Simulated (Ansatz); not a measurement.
The same path of CH9BSSi2 (14 atoms, charge 0, multiplicity 1) was run twice with different band settings. Made: B1–Si3. The coordinate that changes most is the dihedral B1–S2–Si3–Si4.

All numbers below come from Ansatz, RKS LDA/def2-SVP.

Relaxed end points:

```xyz
14
Properties=species:S:1:pos:R:3
B -2.004 0.481 1.699
S -0.291 0.504 2.133
Si 0.397 -1.207 0.960
Si 0.308 -0.498 -1.257
C 1.272 1.103 -1.383
H -2.699 1.346 2.198
H -2.456 -0.366 0.947
H 1.808 -1.477 1.419
H -0.460 -2.398 1.294
H 0.852 -1.551 -2.191
H -1.150 -0.279 -1.581
H 1.150 1.567 -2.385
H 2.354 0.927 -1.208
H 0.907 1.820 -0.616
```

```xyz
14
Properties=species:S:1:pos:R:3
B -0.667 0.338 2.062
S -2.110 0.578 0.808
Si -0.906 -1.062 0.391
Si 0.468 -0.711 -1.454
C 0.911 1.099 -1.346
H -0.989 -0.137 3.140
H 0.194 1.204 2.008
H 0.152 -0.669 1.597
H -1.353 -2.424 0.851
H 1.662 -1.631 -1.417
H -0.345 -1.035 -2.682
H 1.405 1.459 -2.273
H 1.587 1.284 -0.485
H -0.023 1.677 -1.173
```

Common settings: spring 5.0 eV/Å²; optimiser quadratic models (default); start path through a guess of the saddle point; force threshold 0.05 eV/Å; iteration limit 60; end points relaxed.

| run | movable images | climbing image |
| --- | --- | --- |
| 1 | 5 | yes |
| 2 | 8 | no |

Question: What does each run give, and how far can it be trusted?

Answer: Run 1: converged after 58 iterations, highest image 0.588 eV above the first end. Beside the main top the profile has a ripple of under 15 meV (maxima at images 3, 5), which may be a very shallow well or noise. A vibrational analysis at the climbing image gives one clearly imaginary mode, 328i cm⁻¹, and a faint second one (36i cm⁻¹) that may be numerical noise or a soft torsion: probably a first-order saddle point.
Run 2: converged after 15 iterations, highest image 0.608 eV above the first end. No image climbed, so the highest image needn't sit at the top of the path.
